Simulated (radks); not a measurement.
Q: Zr III, configuration [Kr] 4d2. All-electron calculation, scalar-relativistic Kohn-Sham, PBE, spin-polarised, spherical densities, finite nucleus; open shells are filled with parallel spins first (spin-orbit coupling, left out, can overturn this in heavy ions); Fermi nuclear charge, rms radius 4.2694 fm; hard spherical wall at 12 bohr. Program: a radial shooting solver on a logarithmic mesh with Libxc functionals. Some entries of the table are withheld. Estimate them.

orbital,occ.,eigenvalue (Ry),<r> (bohr),r(max) (bohr)
1s down,1,-1311.162,0.03707,0.02414
1s up,1,-1311.161,0.03707,0.02414
2s up,1,-182.5956,0.1626,0.1370
2s down,1,-182.5833,0.1626,0.1370
2p up,3,-162.9458,0.1417,0.1095
2p down,3,-162.9369,0.1417,0.1095
3s up,1,-30.81586,0.4584,0.4082
3s down,1,-30.80944,0.4584,0.4082
3p up,3,-24.41408,0.4621,0.4023
3p down,3,-24.40696,0.4621,0.4023
3d up,5,-13.90875,0.4525,0.3474
3d down,5,-13.89746,0.4524,0.3475
4s up,1,-5.10316,1.215,1.080
4s down,1,-5.02065,1.209,1.076
4p up,3,(1),1.367,1.183
4p down,3,(2),1.359,1.176
4d up,2,-1.31838,1.998,(3)
5s up,0,-1.20996,3.165,2.841
4d down,0,-1.20331,2.001,(4)
5p up,0,-0.88170,3.785,(5)
4f up,0,-0.32660,5.575,5.110

A: 
(1) 4p up eigenvalue (Ry): -3.48814
(2) 4p down eigenvalue (Ry): -3.39120
(3) 4d up r(max) (bohr): 1.568
(4) 4d down r(max) (bohr): 1.552
(5) 5p up r(max) (bohr): 3.410
